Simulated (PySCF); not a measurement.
**Dipole response of Pt⁺ (platinum, charge +1)**

[Xe] 4f14 5d8 6s1, high-spin 4F determinant (an excited configuration). Calculation: PySCF 2.14, in def2-TZVPPD with the def2 core potential (60 electrons) (6s5p3d2f1g, 59 functions); scalar relativity through the core potential. Coupled (time-dependent) response in atomic units; α is the mean over directions.

```
method  mean α (bohr³)  C₆ (like pair)  S(−4)
   UHF           24.94           181.8  314.1
   PBE           19.87           146.7  156.9
  PBE0           20.52           151.1  174.5
  BP86           19.47           143.9  147.1
 M06-L           18.82           137.4  140.1
```

S(−4) is the Cauchy moment in α(ω) = α(0) + S(−4) ω² + …

Spin-orbit coupling is absent.

α(iu) at UHF:

```json
{"u (hartree)": "0", "α(iu) (bohr³)": "24.94"}
{"u (hartree)": "0.0500", "α(iu) (bohr³)": "24.19"}
{"u (hartree)": "0.100", "α(iu) (bohr³)": "22.27"}
{"u (hartree)": "0.200", "α(iu) (bohr³)": "17.50"}
{"u (hartree)": "0.300", "α(iu) (bohr³)": "13.68"}
{"u (hartree)": "0.500", "α(iu) (bohr³)": "9.278"}
{"u (hartree)": "0.750", "α(iu) (bohr³)": "6.645"}
{"u (hartree)": "1.00", "α(iu) (bohr³)": "5.177"}
{"u (hartree)": "1.50", "α(iu) (bohr³)": "3.471"}
{"u (hartree)": "2.00", "α(iu) (bohr³)": "2.473"}
{"u (hartree)": "3.00", "α(iu) (bohr³)": "1.405"}
{"u (hartree)": "5.00", "α(iu) (bohr³)": "0.6092"}
```

For an ion, C₆ is the dispersion term alone; charge-induced terms of lower order in 1/R come first.

Energies and moments cover only the electrons outside the core potential. Spin-orbit coupling, absent here, splits the open shell strongly.
